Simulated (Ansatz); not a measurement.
`C[N](C)[Ta](=[O])([N](C)C)[N](C)C`, relaxed with RKS PBE0-D4/def2-TZVP in Ansatz from a PBE-D4/def2-SVP geometry. The force threshold is 0.005 eV/Å; the program also tests the step.

Total charge 0; spin multiplicity 1. Ta: def2 effective core potential.

Start:

```xyz
29

C    -1.914    2.456    0.916
N    -1.388    1.122    0.680
C    -2.329    0.076    1.036
Ta    0.470    0.697    0.018
O     1.440    2.152    0.068
N     1.312   -0.701    1.206
C     2.387   -0.459    2.153
C     0.913   -2.094    1.151
N     0.377    0.018   -1.880
C     1.182    0.507   -2.988
C    -0.580   -0.994   -2.285
H    -2.195    2.604    1.987
H    -2.831    2.649    0.308
H    -1.161    3.224    0.652
H    -1.893   -0.935    0.880
H    -2.628    0.134    2.111
H    -3.266    0.130    0.430
H     3.294   -1.063    1.908
H     2.677    0.609    2.151
H     2.085   -0.732    3.194
H     0.117   -2.261    0.394
H     0.520   -2.457    2.132
H     1.766   -2.760    0.872
H     1.779   -0.314   -3.454
H     0.547    0.946   -3.794
H     1.886    1.288   -2.643
H    -1.206   -1.329   -1.430
H    -0.080   -1.900   -2.705
H    -1.282   -0.613   -3.067
```

(1) By how much does the energy fall, and how many steps does the optimiser take? (Estimate.)

(2) Which bonds change most? (Best estimate.)

(3) Give the relaxed structure. (Best estimate.)

## Answers

(1) The calculation gave: 12.49 kJ/mol, in 5 steps.

(2) Ansatz gave: Ta4–O5 from 1.750 to 1.729 Å; Ta4–N6 from 2.018 to 1.998 Å; Ta4–N9 from 2.018 to 1.998 Å; N2–Ta4 from 2.018 to 1.997 Å.

(3) Computed: 
```xyz
29

C    -1.906    2.436    0.911
N    -1.377    1.113    0.676
C    -2.317    0.078    1.030
Ta    0.462    0.691    0.020
O     1.421    2.129    0.065
N     1.300   -0.690    1.195
C     2.375   -0.460    2.132
C     0.908   -2.077    1.144
N     0.375    0.022   -1.860
C     1.176    0.498   -2.963
C    -0.575   -0.982   -2.269
H    -2.192    2.569    1.965
H    -2.803    2.620    0.302
H    -1.164    3.195    0.663
H    -1.890   -0.919    0.884
H    -2.613    0.148    2.086
H    -3.233    0.138    0.425
H     3.259   -1.063    1.879
H     2.669    0.590    2.129
H     2.076   -0.731    3.155
H     0.120   -2.244    0.403
H     0.530   -2.428    2.115
H     1.753   -2.723    0.864
H     1.766   -0.317   -3.408
H     0.546    0.919   -3.760
H     1.865    1.275   -2.630
H    -1.202   -1.307   -1.432
H    -0.076   -1.875   -2.673
H    -1.253   -0.602   -3.047
```
